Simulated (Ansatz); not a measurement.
`C[S][Ge][F]` + CH₃OH → `C[O][Ge][F]` + CH₃SH at 298.15 K and 1 bar (ligand exchange at a Ge–S bond).

Gas-phase electronic energies from Ansatz, PBE0-D4/def2-TZVP geometries. CCSD(T)/CBS is the MP2 limit (def2-TZVPP, def2-QZVPP) plus CCSD(T) − MP2 in def2-TZVPP, frozen cores. This one scheme is used for every species. For Ge outer-core shells are correlated without core-valence functions, which leaves a few kJ/mol of doubt a bond. Scalar relativity is left out up to krypton. One conformer a species, not always the lowest.

| species | CCSD(T)/CBS energy (Eh) | H − E (kJ/mol) | S (J/(mol·K)) |
| --- | --- | --- | --- |
| `C[S][Ge][F]` | -2613.59497 | 126.3 | 334.3 |
| CH₃OH | -115.61712 | 146.3 | 238.2 |
| `C[O][Ge][F]` | -2290.98541 | 132.0 | 320.9 |
| CH₃SH | -438.22835 | 133.0 | 253.2 |

H − E and S are ideal-gas, rigid-rotor, harmonic terms from PBE0-D4/def2-TZVP, for one conformer and one mirror image of each species. 1 Eh = 2625.50 kJ/mol, R = 8.31446 J/(mol·K).

Question: By hand: ΔE, ΔH, ΔS and ΔG.

Answer: ΔE = (-2290.98541) + (-438.22835) − (-2613.59497) − (-115.61712) = -0.00167 Eh = -4.4 kJ/mol. Δ(H − E) = 132.0 + 133.0 − 126.3 − 146.3 = -7.6, so ΔH = -12.0 kJ/mol. ΔS = 320.9 + 253.2 − 334.3 − 238.2 = 1.6 J/(mol·K). ΔG = -12.0 − 298.15 × (1.6)/1000 = -12.5 kJ/mol.

Question: By hand: the equilibrium constant, and the temperature at which ΔG would vanish if ΔH and ΔS stayed fixed.

Answer: log₁₀ K = −ΔG/(RT ln 10) = 2.2. ΔH and −TΔS have one sign here, so there is no such temperature.

The number of gas molecules stays the same, so ΔS is small and ΔH decides. A doubt of 5 kJ/mol in ΔE shifts log₁₀ K by 0.9 here. Other conformers and mirror images would add mixing entropy, several J/(mol·K) or more a flexible species. These are equilibria of isolated gas molecules and say nothing of rates. Largest T1 diagnostic: 0.015 (customary marks: 0.02 for closed shells, 0.045 for open ones).

ΔS is within the doubt of such terms, so its sign, and with it that verdict, could turn.
